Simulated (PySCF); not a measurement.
## Electron correlation in B (boron, neutral)

[He] 2s1 2p2, high-spin 4P determinant (an excited configuration). All numbers are calculated (PySCF 2.14, the non-relativistic Hamiltonian (point nucleus), in def2-QZVPPD (8s4p4d2f1g, 63 functions)). Frozen: nothing; 5 electrons correlated.

| level | correlation energy (mhartree) |
| --- | --- |
| CCSD | -37.06 |
| (T) | -0.18 |
| CCSD(T) | -37.24 |

Diagnostics: T1 = 0.0029, D1 = 0.0055, largest double amplitude 0.030.

Cost of the coupled-cluster step: roughly 9 core-seconds, for 5 correlated electrons.

This basis was not built for core-valence correlation, so the inner-shell part is incomplete.
